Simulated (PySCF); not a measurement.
System: Si2H4, net charge 0, singlet state. SMILES: [SiH][SiH3]
Geometry: optimised at B3LYP-D3(BJ)/def2-TZVP (Ansatz).

Dispersion corrections to the total energy (kcal/mol) from the dftd3 and dftd4 libraries through PySCF: D3(BJ) without and D4 with the three-body term, each with the damping fitted for the functional named.

```csv
functional,D3(BJ),D4
HSE06,-1.91,-1.97
TPSS,-3.34,-3.35
CAM-B3LYP,-2.28,-2.15
revPBE,-6.18,-6.98
r2SCAN,?,-0.55
LC-wPBE,?,-2.82
B2PLYP,-2.49,?
```

Q: What belongs in the gaps?

A: 
- r2SCAN, D3(BJ): -0.68
- LC-wPBE, D3(BJ): -2.66
- B2PLYP, D4: -1.72
